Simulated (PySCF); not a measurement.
## Exercise with solution: entropy of an ideal gas

C4H2BrCl, SMILES C#C/C=C(/Cl)Br.

Geometry: PBE-D3(BJ)/def2-SVP. The structure was generated by enumeration; whether it is a known compound was not checked.

PySCF 2.14.0 with PBE-D3(BJ)/def2-SVP gives the harmonic wavenumbers 103, 136, 232, 288, 407, 439, 476, 570, 608, 659, 790, 882, 1030, 1211, 1586, 2146, 3091, 3407 cm⁻¹ and the rotational temperatures 0.1028, 0.0702, 0.0417 K. The molar mass is 165.41 g/mol, the symmetry number 1, the spin multiplicity 1.

**Question.** Work out the entropy at 298.15 K and 1 atm in the rigid-rotor, harmonic-oscillator model.

**Answer.** 
Translation (Sackur–Tetrode at 1 atm): S = R[1.5 ln M + 2.5 ln T − 1.16487] = 172.5 J/(mol K).
Rotation: q = (√π/σ) T^1.5/√(θA θB θC) = 526000, S = R[ln q + 3/2] = 122.0 J/(mol K).
Vibration: with u = 1.4388 ν/T, each mode gives R[u/(e^u − 1) − ln(1 − e^−u)]:
```
ν (cm⁻¹)  modes     u  S (J/(mol K))
--------  -----  ----  -------------
103           1  0.50          14.21
136           1  0.66          11.96
232           1  1.12           7.80
288           1  1.39           6.22
407           1  1.96           3.92
439           1  2.12           3.47
476           1  2.30           3.02
570           1  2.75           2.11
608           1  2.93           1.82
659           1  3.18           1.50
790           1  3.81           0.90
882           1  4.26           0.63
1030          1  4.97           0.35
1211          1  5.84           0.17
1586          1  7.65           0.03
```
The stiffer modes add less than 0.005 each. Sum 58.1 J/(mol K).
Spin: R ln 1 = 0.0 J/(mol K).
Total 352.6 J/(mol K); the program's own thermochemistry gives 352.6. Translation makes up 49 % and vibration 16 %. Anharmonicity, hindered rotation and orbital degeneracy are left out.
